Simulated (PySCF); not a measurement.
B3LYP has the VWN-RPA correlation part, as in Gaussian. 

```xyz
8

C     -0.8051     0.1192    -0.0234
C      0.6512    -0.2315     0.1714
Br     1.8108     0.7485    -1.0949
H     -0.9808     1.1822     0.1393
H     -1.4102    -0.4426     0.6943
H     -1.1419    -0.1355    -1.0280
H      0.8572    -1.2813    -0.0151
H      1.0188     0.0411     1.1563
```

Charge 0, multiplicity 1.

### Question
Give the Mulliken and meta-Löwdin atomic charges from B3LYP-D3(BJ)/def2-TZVP (PySCF 2.14.0).

### Answer

| atom | Mulliken (e) | meta-Löwdin (e) |
|---|---|---|
| C1 | -0.31 | -0.32 |
| C2 | -0.15 | -0.16 |
| Br3 | -0.15 | -0.14 |
| H4 | 0.12 | 0.12 |
| H5 | 0.11 | 0.12 |
| H6 | 0.12 | 0.12 |
| H7 | 0.13 | 0.13 |
| H8 | 0.13 | 0.13 |
